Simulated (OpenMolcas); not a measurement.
## Cd II: effect of correlating more closed shells

```
Program             : OpenMolcas 26.06
Basis               : ANO-RCC-VTZP [7s6p4d2f1g]
Scalar Hamiltonian  : DKH2, point nucleus
Active space        : 1 electron in 4 orbitals (5s 5p)
State averaging     : 2S+1 = 2 even, 1 root; 2S+1 = 2 odd, 3 roots
Spin-orbit coupling : RASSI with atomic mean-field integrals over the reference wave functions, term energies averaged over their components
```

Methods on the same reference wave functions:
A. CASSCF
B. SS-CASPT2, IPEA 0.25 Eh, imaginary shift 0.1 Eh (closed shells correlated: 4d)
C. SS-CASPT2, IPEA 0.25 Eh, imaginary shift 0.1 Eh (closed shells correlated: 4s 4p 4d)

Energies in eV above 5s 2S 1/2, the measured ground level; measured values from NIST Handbook of Basic Atomic Spectroscopic Data.

```tsv
Level	A	B	C	Measured
5s 2S 1/2	0.0000	0.0000	0.0000	0.0000
5p 2P* 1/2	5.0580	5.600	5.684	5.4722
5p 2P* 3/2	5.2769	5.819	5.903	5.7800
```

Deviations, from unrounded energies. A percentage is the sum of absolute deviations over the sum of measured energies, with the sign that they share, or ± where signs differ.

```csv
Against measurement,Levels,A,B,C
mean absolute deviation (cm-1),2,3700,670,1300
other configurations (%),2,-8.2,+1.5,+3.0
```

B lies closest to measurement on these levels and A furthest from it. The largest miss of B in the table is 5p 2P* 1/2, by +1000 cm-1. The ranking rests on the paired levels alone, and a cruder setting can come out closer through cancelling errors.

Between B and C the level of the table that moves most is 5p 2P* 1/2, by 680 cm-1 (lowest in B, highest in C).

The lowest spin-free term lies below A's lowest term by 0.322 hartree in B, 0.539 hartree in C.

What an inner shell adds also hangs on whether the basis holds functions to correlate it.

With one active electron the reference holds no correlation, so core polarisation is missing (holds for A). With one active electron, CASPT2 adds the correlation within the correlated inactive shells and between them and that electron, and leaves the splitting within a term as the reference gives it (holds for B; C). Computed and measured levels are paired by configuration, term and J; levels that our copy of the source lacks, or whose pairing is in doubt (as where it misses far off the trend of its configuration), stay unpaired and out of the deviations. Only configurations of the active space appear.

* marks odd parity.
